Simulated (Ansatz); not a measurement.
| atom | x (Å) | y (Å) | z (Å) |
| --- | --- | --- | --- |
| C | 1.8420 | -0.0300 | 0.0000 |
| C | 1.2813 | 1.3237 | 0.0000 |
| C | 0.0300 | 1.8420 | 0.0000 |
| C | -1.3237 | 1.2813 | 0.0000 |
| C | -1.8420 | 0.0300 | 0.0000 |
| C | -1.2813 | -1.3237 | 0.0000 |
| C | -0.0300 | -1.8420 | 0.0000 |
| C | 1.3237 | -1.2813 | 0.0000 |
| H | 2.9270 | -0.0300 | 0.0000 |
| H | 2.0485 | 2.0909 | 0.0000 |
| H | 0.0300 | 2.9270 | 0.0000 |
| H | -2.0909 | 2.0485 | 0.0000 |
| H | -2.9270 | 0.0300 | 0.0000 |
| H | -2.0485 | -2.0909 | 0.0000 |
| H | -0.0300 | -2.9270 | 0.0000 |
| H | 2.0909 | -2.0485 | 0.0000 |

Basis set: def2-TZVP (spherical functions). Charge 0, multiplicity 1.

Computed with Ansatz (development build ahead of 0.2.0); each method stands on the lowest determinant of its kind that the runs found. Restricted functionals stand beside restricted open-shell atoms, which can lie above the unrestricted atoms usual in DFT and then raise those values.

(1) Give the atomization energy at this shape (free ground-state atoms in the same class of orbitals less the molecule, no zero-point energy) of singlet C₈H₈ by ωB97X (restricted), PBE0 (unrestricted), PBE0 (restricted), UHF, RHF.

Answers

(1)

```json
{"method": "ωB97X (restricted)", "atomization energy": "1771.25 kcal/mol"}
{"method": "PBE0 (unrestricted)", "atomization energy": "1784.20 kcal/mol"}
{"method": "PBE0 (restricted)", "atomization energy": "1792.37 kcal/mol"}
{"method": "UHF", "atomization energy": "1324.84 kcal/mol"}
{"method": "RHF", "atomization energy": "1323.67 kcal/mol"}
```

Caution for PBE0 (unrestricted): the unrestricted determinant is spin contaminated. Caution for UHF: the unrestricted determinant is a mixture of spin states. Caution for RHF: an unrestricted determinant lies well below.

The shape needn't be a minimum at these levels.
